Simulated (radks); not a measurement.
Removal energies from the selenium ion Se13+, [Ar] 3d(3/2: 3, 5/2: 0), by Delta-SCF beside the eigenvalue of the level emptied. Calculated with a radial shooting solver on a logarithmic mesh with Libxc functionals: Dirac Kohn-Sham, PBE, spin-unpolarised, spherical densities, finite nucleus; Fermi nuclear charge, rms radius of each element as measured or else 0.836 A^(1/3) + 0.57 fm. Sub-shells are occupied by j as written (lower j first in brackets).

| removed from | final configuration | Delta-SCF (eV) | -eigenvalue (eV) |
|---|---|---|---|
| 3d3/2 | [Ar] 3d(3/2: 2, 5/2: 0) | 425.52 | 403.39 |
| 3p3/2 | [Ne] 3s2 3p(1/2: 2, 3/2: 3) 3d(3/2: 3, 5/2: 0) | 517.96 | 497.26 |
| 3p1/2 | [Ne] 3s2 3p(1/2: 1, 3/2: 4) 3d(3/2: 3, 5/2: 0) | 525.66 | 504.72 |
| 3s1/2 | [Ne] 3s1 3p6 3d(3/2: 3, 5/2: 0) | 582.07 | 561.40 |
